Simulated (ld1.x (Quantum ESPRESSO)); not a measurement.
## How hard is this copper (Cu) TM potential?

Cu, norm-conserving Troullier–Martins (Kleinman–Bylander form), made with ld1.x (Quantum ESPRESSO) 7.5 (PBE, scalar-relativistic). Core [Ne], reference 3s2 3p6 3d10 4s1 4p0. Waves: 3p (bound): rc 1.22 bohr; 3d (bound): rc 1.74 bohr; 3s (bound): rc 0.90 bohr. Local part: the s channel. Core correction: a·sin(br)/r model core inside 0.70 bohr.

Occupied shells without a wave of their own: 4s. They enter only through the test configuration that unscreens the potential, and ld1.x also counts them in the model core charge.

The pseudo-atom Hamiltonian at the reference potential is diagonalised in spherical Bessel functions j_l(qr) that vanish at 20 bohr, with q² up to the cutoff. All-electron valence levels (Ry): 3p -5.3024, 4p -0.0512, 3d -0.3703, 3s -8.4305, 4s -0.3388.

Problem. How do the lowest levels (Ry) of each channel move with the cutoff, and are there ghosts?

Solution.

```
cutoff (Ry)     p #1     p #2    p #3     d #1     s #1     s #2    s #3    f #1    f #2  Σ f·Δε (mRy)
          8  -1.1792   0.0046  0.0889   0.0630  -6.7114  -0.2259  0.0199  0.1122  0.2399       32636.0
         25  -3.9981  -0.0308  0.0635   0.0627  -7.9478  -0.3307  0.0088  0.1122  0.2399       13141.8
         50  -5.1624  -0.0485  0.0565  -0.1124  -8.1900  -0.3378  0.0081  0.1122  0.2399        3913.9
        100  -5.3016  -0.0519  0.0553  -0.3697  -8.4103  -0.3504  0.0070  0.1122  0.2399          52.4
        180  -5.3024  -0.0519  0.0553  -0.3703  -8.4262  -0.3510  0.0070  0.1122  0.2399           9.6
        400  -5.3024  -0.0520  0.0553  -0.3703  -8.4306  -0.3513  0.0070  0.1122  0.2399           0.0
```

Result: no extra level below or beside the all-electron valence levels (p, d, s, f tested); 10 mRy is reached at 180 Ry and 1 mRy at 300 Ry.

ld1.x takes every shell without a wave as core, so the model core holds the 4s electrons as well and exchange and correlation see them twice. This cancels in the reference configuration, but the file is broken for other ones, and its errors say nothing about a proper core correction. Its largest configuration-test error is -892 meV.
